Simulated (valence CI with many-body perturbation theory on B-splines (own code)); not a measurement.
## Ho36+: calculated level list

Calculated by relativistic CI+MBPT: three valence electrons over a frozen Dirac-Fock core [Ar] 3d10, a basis of 11 s, 11 p, 10 d, 8 f, 5 g, 2 h functions for each j, with the one-electron correlation potential Σ1, the two-electron term Σ2, the three-electron term Σ3, Breit, model QED; selected CI, second order for the rest, scaled by the run's own slope (own B-spline code, finite nucleus).

No measured spectrum was set against this ion. As an estimate, large intervals hold to a few tenths of a per cent, small ones and those within an open d or f shell to about a per cent.

Levels 1 to 45 of 192, with energies above the lowest level, (4s^2 4p1/2) J=1/2. "Leading %" is the weight of the configuration and term that name the level; weights of strongly mixed levels are sums over their largest components and can fall short. In the jj column 3d3/2^4 stands for four electrons in 3d with j = 3/2.

| No. | Configuration | Term | J | E (× 10³ cm⁻¹) | Leading % | Leading jj | g |
| --- | --- | --- | --- | --- | --- | --- | --- |
| 1 | 4s²4p | ²P° | 1/2 | 0.00 | 99 | 4s^2 4p1/2 (99 %) | 0.661 |
| 2 | 4s²4p | ²P° | 3/2 | 464.11 | 99 | 4s^2 4p3/2 (99 %) | 1.330 |
| 3 | 4s4p² | ⁴P | 1/2 | 640.06 | 63 | 4s 4p1/2^2 (96 %) | 2.268 |
| 4 | 4s4p² | ⁴P | 3/2 | 1018.6 | 92 | 4s 4p1/2 4p3/2 (99 %) | 1.670 |
| 5 | 4s4p² | ²D | 5/2 | 1075.0 | 54 | 4s 4p1/2 4p3/2 (97 %) | 1.376 |
| 6 | 4s4p² | ²D | 3/2 | 1157.3 | 67 | 4s 4p1/2 4p3/2 (94 %) | 0.956 |
| 7 | 4s4p² | ²P | 1/2 | 1180.3 | 71 | 4s 4p1/2 4p3/2 (94 %) | 1.202 |
| 8 | 4s4p² | ⁴P | 5/2 | 1499.8 | 51 | 4s 4p3/2^2 (86 %) | 1.403 |
| 9 | 4s²4d | ²D | 3/2 | 1549.9 | 83 | 4s^2 4d3/2 (83 %) | 0.884 |
| 10 | 4s4p² | ²S | 1/2 | 1644.8 | 69 | 4s 4p3/2^2 (97 %) | 1.855 |
| 11 | 4s²4d | ²D | 5/2 | 1678.5 | 85 | 4s^2 4d5/2 (85 %) | 1.212 |
| 12 | 4s4p² | ²P | 3/2 | 1679.5 | 56 | 4s 4p3/2^2 (86 %) | 1.142 |
| 13 | 4p³ | ²P° | 3/2 | 1806.8 | 44 | 4p1/2^2 4p3/2 (94 %) | 1.331 |
| 14 | 4s4p4d | ⁴F° | 3/2 | 2062.6 | 80 | 4s 4p1/2 4d3/2 (97 %) | 0.503 |
| 15 | 4s4p4d | ⁴F° | 5/2 | 2102.0 | 49 | 4s 4p1/2 4d3/2 (88 %) | 1.060 |
| 16 | 4p³ | ⁴S° | 3/2 | 2188.6 | 30 | 4s 4p1/2 4d3/2 (53 %) | 1.359 |
| 17 | 4s4p4d | ⁴D° | 1/2 | 2197.9 | 66 | 4s 4p1/2 4d3/2 (96 %) | 0.374 |
| 18 | 4p³ | ²D° | 5/2 | 2199.2 | 29 | 4s 4p1/2 4d5/2 (67 %) | 1.214 |
| 19 | 4s4p4d | ⁴D° | 3/2 | 2212.0 | 32 | 4s 4p1/2 4d5/2 (39 %) | 1.351 |
| 20 | 4s4p4d | ⁴P° | 5/2 | 2243.0 | 36 | 4s 4p1/2 4d5/2 (68 %) | 1.359 |
| 21 | 4s4p4d | ⁴F° | 7/2 | 2243.5 | 56 | 4s 4p1/2 4d5/2 (92 %) | 1.254 |
| 22 | 4p³ | ²P° | 1/2 | 2312.1 | 94 | 4p1/2 4p3/2^2 (94 %) | 0.661 |
| 23 | 4s4p4d | ²F° | 5/2 | 2339.3 | 61 | 4s 4p1/2 4d5/2 (56 %) | 0.988 |
| 24 | 4s4p4d | ²P° | 3/2 | 2369.7 | 35 | 4s 4p1/2 4d5/2 (53 %) | 1.088 |
| 25 | 4s4p4d | ⁴D° | 5/2 | 2585.0 | 53 | 4s 4p3/2 4d3/2 (93 %) | 1.263 |
| 26 | 4s4p4d | ⁴D° | 3/2 | 2585.3 | 40 | 4s 4p3/2 4d3/2 (96 %) | 1.349 |
| 27 | 4s4p4d | ⁴P° | 1/2 | 2586.6 | 88 | 4s 4p3/2 4d3/2 (98 %) | 2.340 |
| 28 | 4s4p4d | ⁴D° | 7/2 | 2598.9 | 42 | 4s 4p3/2 4d3/2 (72 %) | 1.295 |
| 29 | 4s4p4d | ⁴F° | 9/2 | 2609.6 | 100 | 4s 4p3/2 4d5/2 (100 %) | 1.330 |
| 30 | 4s4p4d | ⁴P° | 3/2 | 2659.2 | 22 | 4s 4p3/2 4d5/2 (66 %) | 1.279 |
| 31 | 4s4p4d | ²D° | 3/2 | 2677.3 | 58 | 4s 4p3/2 4d3/2 (72 %) | 1.001 |
| 32 | 4s4p4d | ²F° | 5/2 | 2683.5 | 52 | 4s 4p3/2 4d3/2 (62 %) | 0.901 |
| 33 | 4s4p4d | ²D° | 5/2 | 2691.2 | 46 | 4s 4p3/2 4d5/2 (98 %) | 1.345 |
| 34 | 4s4p4d | ²F° | 7/2 | 2730.5 | 35 | 4s 4p3/2 4d5/2 (62 %) | 1.223 |
| 35 | 4s4p4d | ²P° | 1/2 | 2746.1 | 76 | 4s 4p3/2 4d3/2 (87 %) | 0.594 |
| 36 | 4s4p4d | ²F° | 7/2 | 2747.2 | 92 | 4s 4p3/2 4d5/2 (81 %) | 1.152 |
| 37 | 4s4p4d | ²P° | 1/2 | 2824.8 | 90 | 4s 4p3/2 4d5/2 (87 %) | 0.679 |
| 38 | 4p²4d | ⁴F | 3/2 | 2826.2 | 39 | 4p1/2^2 4d3/2 (98 %) | 0.758 |
| 39 | 4s4p4d | ²D° | 5/2 | 2835.5 | 53 | 4s 4p3/2 4d5/2 (40 %) | 1.066 |
| 40 | 4s4p4d | ²P° | 3/2 | 2850.5 | 81 | 4s 4p3/2 4d5/2 (95 %) | 1.305 |
| 41 | 4p³ | ²P° | 3/2 | 2889.6 | 24 | 4p3/2^3 (46 %) | 1.136 |
| 42 | 4s²4f | ²F° | 7/2 | 2898.2 | 61 | 4s^2 4f7/2 (61 %) | 1.156 |
| 43 | 4s4p4d | ²F° | 5/2 | 2904.5 | 38 | 4s 4p3/2 4d5/2 (50 %) | 0.946 |
| 44 | 4p²4d | ²D | 5/2 | 2957.7 | 26 | 4p1/2^2 4d5/2 (93 %) | 1.189 |
| 45 | 4p²4d | ²F | 5/2 | 3214.1 | 49 | 4p1/2 4p3/2 4d3/2 (90 %) | 0.939 |

Where two levels of one J and parity lie close, their mixing, g and order are uncertain.

The ionisation energy to 4s² ¹S0 of the next ion comes out as 1599.1 eV (NIST: 1598 ± 5 eV (theoretical)). All 192 levels together are meant to be complete up to 5043.5 × 10³ cm⁻¹.
